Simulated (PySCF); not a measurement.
Xenon: a sound run and one with changed settings

Sound run: Xe [Xe], Xe⁺ [Kr] 4d10 5s2 5p5. Calculation: PySCF 2.14, in cc-pVDZ-PP with ECP28MDF (4s3p2d, 23 functions); scalar relativity through the core potential. In the sound run the correlated levels freeze 4s2 4p6 4d10 outside the core potential. The sound run starts from symmetry-adapted Hartree-Fock orbitals and uses a fine grid where one is needed.

Changed run: all electrons correlated in a basis built for the valence shell.

```tsv
species	method	sound run (hartree)	changed run (hartree)	converged
Xe	MP2	-328.39019	-328.41320	yes
Xe⁺	MP2	-327.94329	-327.96485	yes
```

Ionisation energy of Xe:

| method | sound run (eV) | changed run (eV) |
| --- | --- | --- |
| UHF | 11.590 | 11.590 |
| MP2 | 12.161 | 12.200 |
| SCS-MP2 | 12.095 | 12.116 |

A valence basis has no tight correlating functions, so it recovers only part of the core correlation, and not evenly between atom and ion.

For comparison, NIST gives 12.130 eV between the lowest levels.
